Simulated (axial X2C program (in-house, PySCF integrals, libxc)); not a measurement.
# MoSi along the bond: PBE0, two-component

Calculated with an in-house relativistic program for diatomic molecules. Two-component (2c) means X2C with spin–orbit coupling and atomic mean-field two-electron Coulomb and Gaunt terms. Basis: Mo dyall-cv3z [11s12p9d5f3g], Si dyall-v3z [8s7p2d1f] (cores contracted in-house); Gaussian nuclei, density fitting, unrestricted open shells. Masses: Mo 97.905 u, Si 27.977 u.

State: Ω = 3 (⟨Sz⟩ = 2.00, ⟨Lz⟩ = 1.00 at PBE0). Dipoles are positive if Si is the positive end.

| R (Å) | μ (D) | HOMO (eV) | LUMO (eV) |
| --- | --- | --- | --- |
| 2.065 | -2.413 | -5.25 | -3.59 |
| 2.160 | -2.547 | -5.32 | -3.48 |
| 2.232 | -2.613 | -5.35 | -3.42 |
| 2.303 | -2.651 | -5.29 | -3.38 |
| 2.374 | -2.663 | -5.24 | -3.34 |
| 2.457 | -2.647 | -5.20 | -3.31 |
| 2.540 | -2.604 | -5.18 | -3.29 |
| 2.647 | -2.514 | -5.17 | -3.27 |
| 2.778 | -2.364 | -5.18 | -3.27 |
| 2.967 | -2.086 | -5.22 | -3.28 |

(1) The minimum lies at 2.361 Å. What is the dipole moment there, and its slope?

The state is one determinant whose occupation by symmetry is held fixed; it was picked as the lowest of a PBE0 search that is not exhaustive. Density functionals use the spin component along the axis (collinear). PBE0 can misorder states that lie within some tenths of an eV, so this need not be the ground state of the molecule. The nearest other spin-free determinant of the search, M_S = 2, Λ = 0, lies 0.08 eV up at the distance of the search. The functionals have no current-density term, which raises determinants with orbital currents, atoms included. With several unpaired electrons one determinant need not be a pure state. A state of lower Ω lies just above, and one determinant can place such states too high, so the state shown need not be the lowest. The search has Ω = 1 only 0.03 eV up. Open-shell Ω = 0 determinants with evenly filled partner blocks cannot be reached by this program, so the Ω shown need not be the lowest component. The determinant is spin-polarised beyond a pure state at some levels (its spin-free form has ⟨S²⟩ too high), which makes Re and μ there less reliable.

Answers

(1) At PBE0, 2c, with the sign and origin stated: μ = -2.66 D, dμ/dR = -0.06 D/Å.
